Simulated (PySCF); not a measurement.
# Two-dimensional NMR puzzle

Compound of formula C₇H₁₃PSi. Correlations simulated from computed shifts and the bond graph:

HSQC (one-bond C–H):
| δH | δC |
| --- | --- |
| 7.11 | 147.3 |
| 2.35 | 17.4 |
| 2.26 | 18.0 |
| 2.20 | 16.1 |

HMBC (two and three bonds, from the bond graph):
| δH | δC |
| --- | --- |
| 7.11 | 152.9, 151.5, 145.6, 18.0, 17.4 |
| 3.85 | 152.9, 145.6 |
| 2.35 | 152.9, 147.3 |
| 2.26 | 151.5, 147.3, 145.6 |
| 2.20 | 151.5, 145.6 |

Carbons without hydrogens: δ 152.9, 151.5, 145.6.

PySCF 2.14.0 with density-fitted response routines calculation with structure optimised with GFN2-xTB and shieldings: GIAO PBE0/pcSseg-1; a single conformation, no solvent model, no relativistic terms, averaged over atoms made equivalent by symmetry, fast rotation or ring inversion.

Scale: TMS for $^{1}$H (σ = 31.72 ppm) and $^{13}$C (σ = 186.93 ppm) (reference shieldings calculated alike).

Exchangeable hydrogens are left out of these lists.

Q: Work out the connectivity.

A: `c1c(C)c(C)p([SiH3])c1C`.

Atoms are numbered as in `[CH3:1][c:2]1[cH:3][c:4]([CH3:5])[p:6]([SiH3:7])[c:8]1[CH3:9]`; H(Xn) means a hydrogen on atom n.

1. δC 152.9 is C4, a unsaturated ring carbon.
2. δC 151.5 is C2, a unsaturated ring carbon.
3. δC 147.3 is C3, a unsaturated ring CH (δH 7.11).
4. δC 145.6 is C8, a unsaturated ring carbon.
5. δC 18.0 is C1, a methyl carbon on an unsaturated ring (δH 2.26).
6. δC 17.4 is C5, a methyl carbon on an unsaturated ring (δH 2.35).
7. δC 16.1 is C9, a methyl carbon on an unsaturated ring (δH 2.20).
8. HMBC from δH 7.11 reaches the proton-free carbons C4, C2, C8.
9. HMBC from δH 3.85 reaches the proton-free carbons C4, C8.
10. HMBC from δH 2.35 reaches the proton-free carbon C4.
11. HMBC from δH 2.26 reaches the proton-free carbons C2, C8.

This is the structure that produced the data.

Shifts are as computed. Against solution values, carbons near 30 ppm lie about +3 ppm off and those near 130 ppm about +5 ppm. Of 1211 compounds with measured shifts, 218 miss one by over three times the rms of a fit or turn the order of signals round; such compounds aren't used in these exercises.
